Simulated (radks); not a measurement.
Values are calculated unless marked as measured or tabulated.
Task: These are the eigenvalues of the occupied orbitals of an atom or ion with whole-number occupations (eV). Level of theory: Dirac Kohn-Sham, PBE, spin-unpolarised, spherical densities, finite nucleus; Fermi nuclear charge, rms radius of each element as measured or else 0.836 A^(1/3) + 0.57 fm (a radial shooting solver on a logarithmic mesh with Libxc functionals).

| orbital | eigenvalue |
|---|---|
| 1s1/2 | -59235.81 |
| 2s1/2 | -10016.25 |
| 2p1/2 | -9549.643 |
| 2p3/2 | -8569.525 |
| 3s1/2 | -2277.415 |
| 3p1/2 | -2071.831 |
| 3p3/2 | -1864.892 |
| 3d3/2 | -1513.757 |
| 3d5/2 | -1468.537 |
| 4s1/2 | -475.6598 |
| 4p1/2 | -392.9117 |
| 4p3/2 | -346.1026 |
| 4d3/2 | -209.8385 |
| 4d5/2 | -201.3013 |
| 5s1/2 | -83.6821 |
| 5p1/2 | -60.6460 |
| 5p3/2 | -54.3952 |
| 4f5/2 | -36.3329 |
| 4f7/2 | -35.0605 |

Which element is it, and in what charge state? The configuration may be excited. Open shells, if any, fill j = l - 1/2 first.

Result: Z = 69, thulium, charge +3: Tm3+ in [Xe] 4f12. The list shows which subshells hold electrons but not how many an open one holds; the 1s level, -2176.9 hartree, gives Z - s = 66.0 by -(Z - s)^2/2, which with screening and relativity narrows Z to a few neighbours, and the depths of the outer levels then fix element, charge and occupations together.
